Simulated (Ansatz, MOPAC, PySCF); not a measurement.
Torsion H4–C1–Te2–I3 in CH3ITe (SMILES C[Te]I); at each angle all else is relaxed with GFN2-xTB, and the levels are single points there.
Geometry at 60° (charge 0, multiplicity 1):
```xyz
6

C     -0.718    -0.050     0.014
Te     0.907     1.356    -0.109
I      2.768    -0.387     0.704
H     -0.831    -0.424     1.024
H     -1.612     0.490    -0.270
H     -0.568    -0.878    -0.667
```

On the grid 0° to 120°, 0° is the highest and 60° the lowest point at MP2/CBS(def2-TZVPP, def2-QZVPP) + ΔCCSD(T)/def2-TZVPP.

Frozen-core correlation. Filled d and f shells under p-block atoms count as core. The state that PM3 reach isn't checked.

Codes used: Ansatz (a program for electronic structure) with Gaussian orbitals; MOPAC for PM3 (differences of heats of formation); PySCF for the dispersion terms. Values without a source in brackets are computed. In def2 rows elements past Kr take small-core potentials, without spin–orbit coupling.

**Question.** What is the computed energy at 0° less that at 60° (PM3)?

**Answer.** -5 meV

**Question.** What is the computed energy at 0° less that at 60° (r2SCAN-D3(BJ)/def2-TZVPP)?

**Answer.** 52 meV

**Question.** Predict the energy at 0° less that at 60° from MP2/def2-TZVPP.

**Answer.** 59 meV
